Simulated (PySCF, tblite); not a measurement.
Isomers of C4H9ClO2Si2. Computed with GFN2-xTB (tblite): harmonic, unscaled wavenumbers at the GFN2-xTB geometry, gas phase. This tight-binding method is rough: wavenumbers can miss measured ones by several per cent, in bad cases by 10 to 20. Modes of hydrogen on silicon can be 10 to 20 % off. One conformer each.

Electronic energies: PBE0/pcSseg-1 single points on the GFN2-xTB geometries (PySCF, gas phase).

| SMILES | electronic energy, lowest = 0 (kcal/mol) |
| --- | --- |
| O=C(O)C/C=C(\Cl)[SiH2][SiH3] | 94.6 |
| O=C(O)/C=C/[C@H](Cl)[SiH2][SiH3] | 95.9 |
| COC1=CO[Si@@H](CCl)[SiH2]1 | 98.0 |
| O=C1CC[Si@@](Cl)(O[SiH3])C1 | 0.0 |

Task: How do GFN2-xTB zero-point energies change the relative energies?

Result: 
```csv
SMILES,ZPE (kcal/mol),of it from modes above 1550 cm⁻¹,electronic (kcal/mol),"with ZPE, lowest = 0 (kcal/mol)",lowest mode (cm⁻¹),rings
O=C1CC[Si@@](Cl)(O[SiH3])C1,76.3,38.1,0.0,0.0,8,1
O=C(O)C/C=C(\Cl)[SiH2][SiH3],71.1,38.7,94.6,89.3,10i,0
O=C(O)/C=C/[C@H](Cl)[SiH2][SiH3],71.1,38.8,95.9,90.7,28,0
COC1=CO[Si@@H](CCl)[SiH2]1,75.3,37.5,98.0,96.9,31,1
```

The zero-point energies span 5.2 kcal/mol, from `O=C(O)C/C=C(\Cl)[SiH2][SiH3]` to `O=C1CC[Si@@](Cl)(O[SiH3])C1`. Slightly imaginary modes are left out of the zero-point energy: `O=C(O)C/C=C(\Cl)[SiH2][SiH3]` 9.7i cm⁻¹. The order is unchanged.

Task: And how do the electronic energies of GFN2-xTB itself compare?

Result: `O=C1CC[Si@@](Cl)(O[SiH3])C1` 0.0; `O=C(O)C/C=C(\Cl)[SiH2][SiH3]` 105.2; `O=C(O)/C=C/[C@H](Cl)[SiH2][SiH3]` 106.9; `COC1=CO[Si@@H](CCl)[SiH2]1` 89.0 kcal/mol, lowest = 0. Against the energies above, taken from the same isomer `O=C1CC[Si@@](Cl)(O[SiH3])C1`, the largest difference is 11.0 kcal/mol.
